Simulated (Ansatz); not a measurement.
The first iterations of a band of BClH2 + BrH (6 atoms, charge 0, multiplicity 1).

The calculation used Ansatz, RKS PBE0-D4/def2-TZVP.

```yaml
movable_images: 5
climbing_image: yes
spring: 5.0 eV/Å²
optimiser: quadratic models (default)
start_path: through a guess of the saddle point
force_threshold: 0.05 eV/Å
iteration_limit: 60
end_points: relaxed
```

Initial state:

```xyz
6
Properties=species:S:1:pos:R:3
B 0.008 0.317 -0.124
H 0.108 0.712 0.994
H 0.941 0.004 -0.794
Cl -1.565 0.372 -0.875
Br 0.112 -2.448 1.051
H -0.602 -2.017 2.202
```

Final state:

```xyz
6
Properties=species:S:1:pos:R:3
B -0.031 -0.658 -0.631
H -0.302 0.367 2.461
H 0.990 -0.067 -0.507
Cl -1.476 0.188 -1.062
Br -0.043 -2.535 -0.359
H -0.134 -0.356 2.552
```

| iteration | highest image above the first end (eV) | largest band force component (eV/Å) |
| --- | --- | --- |
| 1 | 2.098 | 3.790 |
| 2 | 0.835 | 1.939 |
| 3 | 0.433 | 1.597 |
| 4 | 0.350 | 1.540 |

Question: Does the band converge within its limit, and where does its top end?

Answer: The forces met the threshold. It ended after 13 iterations with the highest image 0.461 eV above the first end. A vibrational analysis at the climbing image gives one clearly imaginary mode, 652i cm⁻¹: a first-order saddle point. The orbitals stay closed-shell, which can raise the energy where a bond breaks towards radicals; this wasn't checked here.

Time of the run: 100 s on 4 threads of Arm Neoverse V2, on a shared host, peak memory 0.31 GiB.
